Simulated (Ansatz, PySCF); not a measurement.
Molecule: C₃H₉OSi, charge 0, multiplicity 2. It need not be the lowest isomer of its formula. 
Geometry from a B3LYP-D3(BJ)/def2-TZVP (Ansatz, a first-principles code) optimisation:
```
Si
O 1 1.6620
C 1 1.8718 2 111.70
H 3 1.0912 1 110.97 2 56.21
H 3 1.0920 4 108.04 1 121.91
H 3 1.0930 4 108.36 5 116.42
C 1 1.8718 2 111.70 3 -124.41
H 7 1.0912 1 110.97 2 -56.21
H 7 1.0920 8 108.04 1 -121.91
H 7 1.0930 8 108.36 9 -116.42
C 1 1.8898 2 100.51 3 117.79
H 11 1.0893 1 111.22 2 -60.90
H 11 1.0893 12 109.08 1 -123.04
H 11 1.0937 12 108.85 13 -118.63
```
Charge 0, spin multiplicity 2.

Total electronic energies in hartree. Cores are frozen in the correlated levels unless marked. Open shells are spin-unrestricted. Spin-orbit coupling is left out. Non-relativistic. CBS marks a two-point X^-3 extrapolation of the correlation energy; Hartree-Fock from the larger set. [CCSD(T)-MP2]/basis is that difference in the basis named.

| level | program | energy (Eh) |
|---|---|---|
| HF/6-31G* | Ansatz | -482.64645 |
| B3LYP/def2-TZVPD | Ansatz | -484.57289 |
| PBE0-D3(BJ)/def2-TZVPD | Ansatz + dftd3 | -484.19830 |
| TPSSh/def2-TZVPD | PySCF | -484.57353 |
| r2SCANh/def2-TZVPD | Ansatz | -484.39676 |
| CAM-B3LYP/def2-TZVPD | Ansatz | -484.45220 |
| wB97M-V/def2-TZVPD | Ansatz | (withheld) |
| wB97X-V/def2-TZVPD | Ansatz | (withheld) |
| B2GP-PLYP-D3(BJ)/def2-TZVPD | Ansatz + dftd3 | -484.17446 |
| B2PLYP-D3(BJ)/def2-TZVPD | Ansatz + dftd3 | -484.25559 |
| RPA@PBE/cc-pV(Q+d)Z | Ansatz | -484.28776 |
| SCS-MP2/STO-3G | Ansatz | -477.18398 |
| SCS-MP2/6-31G | Ansatz | -482.94302 |
| CCSD/6-31G* | Ansatz | -483.32286 |
| RI-MP2/CBS(cc-pV(T+d)Z,cc-pV(Q+d)Z)+[CCSD(T)-MP2]/cc-pV(D+d)Z | Ansatz | -483.8163 |

Problem. What belongs in the gaps?

Solution. 
- wB97M-V/def2-TZVPD, energy (Eh): -484.42111
- wB97X-V/def2-TZVPD, energy (Eh): -484.43557
